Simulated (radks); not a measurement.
Values are calculated unless marked as measured or tabulated.
The mean radii <r> (bohr) of the occupied orbitals of an atom or ion are listed with their occupations. Code: a radial shooting solver on a logarithmic mesh with Libxc functionals. Model: scalar-relativistic Kohn-Sham, SCAN, spin-polarised, spherical densities, finite nucleus; meta-GGA in the generalised Kohn-Sham scheme; Fermi nuclear charge, rms radius of each element as measured or else 0.836 A^(1/3) + 0.57 fm.

| orbital | occ. | <r> |
|---|---|---|
| 1s up | 1 | 0.04701 |
| 1s down | 1 | 0.04701 |
| 2s up | 1 | 0.2098 |
| 2s down | 1 | 0.2098 |
| 2p up | 3 | 0.1837 |
| 2p down | 3 | 0.1837 |
| 3s up | 1 | 0.6229 |
| 3s down | 1 | 0.6230 |
| 3p up | 3 | 0.6460 |
| 3p down | 3 | 0.6456 |
| 3d up | 5 | 0.7331 |
| 3d down | 5 | 0.7267 |
| 4p up | 3 | 2.639 |
| 4p down | 1 | 2.830 |

Name the element and its charge. Open shells, if any, are filled with parallel spins first.

Answer. Z = 32, germanium, charge 0: Ge in [Ar] 3d10 4p4. The 1s radius gives Z: for a bare nucleus <r> = (2 gamma + 1)/(2Z) with gamma = sqrt(1 - (Z/c)^2), 0.04601 bohr for Z = 32, and screening makes it slightly larger (0.04701 here). The occupations add up to 32, and the charge is Z minus that.
